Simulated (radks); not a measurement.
The numbers below are computed, except where a source is named.
Q: Gd3+, 61 electrons, occupied as [Xe] 4f6 5f1 (not the ground configuration). Level of theory: Dirac Kohn-Sham, LDA (Slater exchange, Perdew-Wang correlation), spin-unpolarised, spherical densities, finite nucleus; open shells fill j = l - 1/2 first; Fermi nuclear charge, rms radius 5.1569 fm (a radial shooting solver on a logarithmic mesh with Libxc functionals). Some entries of the table are withheld. Estimate them.

| orbital | occ. | eigenvalue (hartree) | <1/r> (bohr^-1) |
|---|---|---|---|
| 1s1/2 | 2 | -1838.691 | 71.58 |
| 2s1/2 | 2 | -304.6911 | 17.08 |
| 2p1/2 | 2 | -289.5280 | 17.07 |
| 2p3/2 | 4 | -263.9891 | 15.08 |
| 3s1/2 | 2 | -68.66893 | (1) |
| 3p1/2 | 2 | -62.07650 | 6.142 |
| 3p3/2 | 4 | -56.84095 | 5.638 |
| 3d3/2 | 4 | -45.40267 | 5.518 |
| 3d5/2 | 6 | -44.26107 | 5.393 |
| 4s1/2 | 2 | -14.95685 | 2.611 |
| 4p1/2 | 2 | -12.38769 | 2.507 |
| 4p3/2 | 4 | -11.20991 | 2.334 |
| 4d3/2 | 4 | -6.96283 | 2.121 |
| 4d5/2 | 6 | -6.74877 | 2.079 |
| 5s1/2 | 2 | -3.08336 | 1.035 |
| 5p1/2 | 2 | (2) | 0.9311 |
| 5p3/2 | 4 | (3) | 0.8731 |
| 4f5/2 | 6 | (4) | 1.598 |
| 4f7/2 | 0 | (5) | 1.582 |
| 5d3/2 | 0 | -1.13847 | 0.6499 |
| 5d5/2 | 0 | -1.11796 | 0.6384 |
| 6s1/2 | 0 | -0.96885 | 0.4360 |
| 5f5/2 | 1 | (6) | 0.3011 |
| 5f7/2 | 0 | (7) | 0.3003 |

A: 
(1) 3s1/2 <1/r> (bohr^-1): 6.222
(2) 5p1/2 eigenvalue (hartree): -2.33693
(3) 5p3/2 eigenvalue (hartree): -2.15280
(4) 4f5/2 eigenvalue (hartree): -1.71891
(5) 4f7/2 eigenvalue (hartree): -1.68868
(6) 5f5/2 eigenvalue (hartree): -0.43979
(7) 5f7/2 eigenvalue (hartree): -0.43884
